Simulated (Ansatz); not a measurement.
H6NNaSi2, 10 atoms. The species carries charge 0 and has multiplicity 1. Correlated methods include outer-core shells of Na, which these sets cover unevenly. The bonds changed during the relaxation, so this is another structure than the one it started from. All runs use 2 threads of a server CPU on a shared host. Correlated methods freeze the cores.

How many basis functions does each run have, and how long does it take in Ansatz? RKS PBE0-D4/def2-SVP energy; RKS PBE0-D4/def2-TZVP frequencies; RKS ωB97M-V/def2-QZVPP energy; RKS HSE06-D4/def2-TZVPP energy; RHF-MP2/def2-QZVPP energy; RKS PBE0-D4/def2-TZVP relaxation (12 steps); RKS B2PLYP (frozen core)/def2-TZVPP energy; RHF-CCSD(T)/def2-SVP energy; RKS PBE0-D4/def2-QZVPP energy; RKS ωB97M-V/def2-SVP energy; direct RPA on PBE orbitals/def2-TZVPP energy; RKS r2SCAN0-D4/def2-TZVPP energy. (An estimate is asked.)

Ansatz gave: Other jobs shared the machine, so times are rough.

| level | job | functions | wall time | peak host memory (GiB) |
| --- | --- | --- | --- | --- |
| RKS PBE0-D4/def2-SVP | energy | 95 | 3.7 s | 0.2 |
| RKS HSE06-D4/def2-TZVPP | energy | 231 | 8 s | 0.61 |
| RKS r2SCAN0-D4/def2-TZVPP | energy | 231 | 11 s | 0.61 |
| RHF-CCSD(T)/def2-SVP | energy | 95 | 13 s | 0.36 |
| RKS ωB97M-V/def2-SVP | energy | 95 | 13 s | 0.33 |
| RKS B2PLYP (frozen core)/def2-TZVPP | energy | 231 | 17 s | 0.59 |
| direct RPA on PBE orbitals/def2-TZVPP | energy | 231 | 19 s | 0.57 |
| RKS PBE0-D4/def2-QZVPP | energy | 435 | 32 s | 1.4 |
| RHF-MP2/def2-QZVPP | energy | 435 | 61 s | 2.3 |
| RKS ωB97M-V/def2-QZVPP | energy | 435 | 70 s | 1.8 |
| RKS PBE0-D4/def2-TZVP | relaxation (12 steps) | 173 | 87 s | 0.46 |
| RKS PBE0-D4/def2-TZVP | frequencies | 173 | 7.2 min | 0.46 |

HSE06 is defined as in plane-wave codes.
